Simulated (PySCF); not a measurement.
## Relative stability

The two ends of one reaction step of BSiH5OF2, closed shell (PBE0-D4/def2-TZVP).

A:

B1  (-0.492, 0.501, -0.396)
O2  (1.145, 1.174, 0.263)
F3  (-0.307, 0.822, -1.698)
F4  (-1.318, 1.340, 0.272)
H5  (0.913, 1.885, 0.874)
Si6  (-0.399, -1.457, 0.168)
H7  (1.583, 1.581, -0.494)
H8  (0.777, -2.135, -0.445)
H9  (-0.276, -1.580, 1.648)
H10  (-1.622, -2.197, -0.250)
(Å)

B:

| atom | x (Å) | y (Å) | z (Å) |
| --- | --- | --- | --- |
| B1 | -0.0433 | 0.6778 | -1.6624 |
| O2 | 1.0550 | 1.4469 | -1.7724 |
| F3 | 0.0200 | -0.5943 | -2.0021 |
| F4 | -1.2059 | 1.1577 | -1.2371 |
| H5 | 0.6282 | 0.0315 | 0.9455 |
| Si6 | -0.1181 | -1.0360 | 1.6637 |
| H7 | 0.9134 | 2.3560 | -1.4984 |
| H8 | 0.7539 | -2.2287 | 1.7990 |
| H9 | -0.4918 | -0.5336 | 3.0100 |
| H10 | -1.3403 | -1.3837 | 0.8996 |

Program: PySCF 2.14 with density fitting (its default auxiliary sets; JK sets also for MP2 and CCSD(T)). Basis: def2-TZVPP. Cores are frozen in the correlated methods. B3LYP uses VWN-RPA correlation.

(1) Which structure is lower at CCSD(T), and by how much? (Judge from chemistry; the value comes from the calculation.)

No T1 diagnostic of these runs exceeds 0.013.

Results:

(1) The calculation gives: B, by 1.385 eV (electronic energy, against the other). By their contacts, A is a complex of BSiH₃F₂ ([F][B]([F])[SiH3]) + H₂O and B is a complex of BHOF₂ ([OH][B]([F])[F]) + SiH₄.

All methods give the same order:

```csv
method,E(B) − E(A) (eV)
SPW92,-1.028
PBE-D4,-1.185
r2SCAN-D4,-1.321
PBE0-D4,-1.263
B3LYP-D4,-1.410
BHLYP-D4,-1.491
wB97M-V,-1.356
HF,-1.806
MP2,-1.406
CCSD,-1.442
CCSD(T),-1.385
```

Labels in which every atom is bracketed show which atoms are joined, not bond orders.

For scale, one of the runs: CCSD(T)/def2-TZVPP, 236 basis functions, launched by `OMP_NUM_THREADS=4 python run.py`. Hardware: 4 CPU threads of an Intel Xeon, shared host. Wall time 24 min; peak host memory 5.2 GiB.
